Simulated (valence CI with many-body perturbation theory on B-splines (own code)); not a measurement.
## Assign the levels of Te12+

Computed by valence CI with perturbative core correlation (CI+MBPT): four valence electrons over a frozen Dirac-Fock core [Kr], radial functions for each j: 9 s, 9 p, 10 d, 8 f, 5 g, 3 h, 1 i, with the one-electron correlation potential Σ1, the two-electron term Σ2, the three-electron term Σ3, Breit, model QED; selected CI, second order for the rest, scaled by the run's own slope (own B-spline code, finite nucleus).

No measured levels were compared; by estimate terms of the open shell hold to 2 to 4 % of their energy, and close levels can change places. Core correlation moves these levels by up to 6700 cm⁻¹, and in measured spectra 5 to 20 % of such shifts remained as error; rates that hang on mixing are uncertain with them. The list stops below the first excitations out of the core. Only levels of the ground parity were solved; by the run's estimate the other parity begins above the list, which can be wrong where configurations are misplaced.

| No. | J | Parity | E (cm⁻¹) | g |
| --- | --- | --- | --- | --- |
| 2 | 1 | even | 4984 | 1.498 |
| 3 | 2 | even | 10086 | 1.485 |
| 4 | 3 | even | 14631 | 1.472 |
| 5 | 4 | even | 18444 | 1.444 |
| 9 | 5 | even | 40831 | 1.068 |
| 10 | 1 | even | 42663 | 1.399 |
| 11 | 2 | even | 42702 | 0.772 |
| 12 | 6 | even | 44448 | 1.131 |
| 18 | 5 | even | 59057 | 1.164 |
| 20 | 6 | even | 63097 | 1.034 |
| 21 | 1 | even | 63764 | 0.612 |

Energies count from the lowest level. Strongly mixed levels and levels close to another of their J and parity, and those with J = 0 are left out, so the numbers can have gaps.

Problem. Give configuration and LS term of each level.

Solution. 2: 4d⁴ ⁵D; 3: 4d⁴ ⁵D; 4: 4d⁴ ⁵D; 5: 4d⁴ ⁵D; 9: 4d⁴ ³H; 10: 4d⁴ ³P; 11: 4d⁴ ³F; 12: 4d⁴ ³H; 18: 4d⁴ ³G; 20: 4d⁴ ¹I; 21: 4d⁴ ³D.
